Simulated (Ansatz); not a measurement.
Program: Ansatz 0.2.0.

`O[Si]([SiH3])(S)Cl` at its PBE0-D4/def2-TZVP geometry, where that method's forces vanish. Charge 0, multiplicity 1.

```csv
atom,x (Å),y (Å),z (Å)
O1,-0.742,-0.767,1.711
Si2,-0.524,0.164,0.387
Si3,1.574,-0.325,-0.502
S4,-2.147,-0.227,-0.949
Cl5,-0.577,2.175,0.866
H6,-1.583,-0.708,2.171
H7,2.643,0.003,0.477
H8,1.752,0.497,-1.727
H9,1.638,-1.766,-0.858
H10,-2.034,0.955,-1.576
```

(1) For each bond, give half the difference of the two atoms' forces along it (eV/Å; positive pushes the atoms apart) under PBE-D4, r2SCAN-D4, B3LYP-D4, ωB97M-V in def2-TZVPP. (Estimate.)

Results:

(1) The calculation gave: 
```csv
bond,length (Å),PBE-D4,r2SCAN-D4,B3LYP-D4,ωB97M-V
O1–Si2,1.634,0.35,0.04,0.09,0.12
O1–H6,0.961,0.33,0.02,-0.03,-0.07
Si2–Si3,2.331,-0.15,-0.03,-0.03,-0.06
Si2–S4,2.138,0.10,0.05,0.12,0.01
Si2–Cl5,2.067,0.14,0.06,0.17,0.04
Si3–H7,1.486,0.09,-0.01,-0.07,-0.10
Si3–H8,1.486,0.09,-0.01,-0.06,-0.09
Si3–H9,1.486,0.09,-0.01,-0.07,-0.10
S4–H10,1.343,0.25,0.01,-0.03,-0.08
```

B3LYP here is the variant with VWN-RPA as its local correlation; programs differ in this.
